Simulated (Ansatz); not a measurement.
Ansatz (a first-principles code) input (MP2/def2-TZVPP):

Ansatz 0.2 input:
```yaml
crystal:
  periodic: [false, false, false]
  atoms:
    - {symbol: H, position_ang: [0.00000000, 0.00000000, 0.00000000]}
basis:
  gaussian:
    orbitals: def2-TZVPP
magnetization: {spin_polarized: true, initial_magnetization: 1}
correlation: {method: mp2, electrons: outside_noble_gas}
scf: {lower_state_search: full}
```

Output:

```
Functional definition: HF
integrals: 0.00 GiB planned
65 factors; integrals over basis functions are off by at most 1.6e-4 eV
mean field: 0.03 GiB planned
mean field evaluation 1: about -13.5530 eV, gradient 1.7e0 eV
mean field evaluation 2: about -13.5530 eV, gradient 1.7e0 eV
mean field evaluation 4: about -13.6007 eV, gradient 2.8e-3 eV
mean field evaluation 8: about -13.6005 eV, gradient 2.7e-11 eV
mean field evaluation 16: about -13.6005 eV, gradient 2.6e-8 eV
mean field -13.60051839 eV, -0.4998098322 hartree, gradient 1.9e-7 eV, S^2 0.750000; 2 other end points of the search recorded, 0 dependent functions left out
reference -13.60051839 eV, -0.4998098322 hartree; 1, 0 occupied and 13, 14 virtual orbitals, 65 factors
second order 0.00000000 eV of doubles, -0.00000000 eV of singles
Total energy: -13.60051839 eV, -0.4998098322 hartree
```
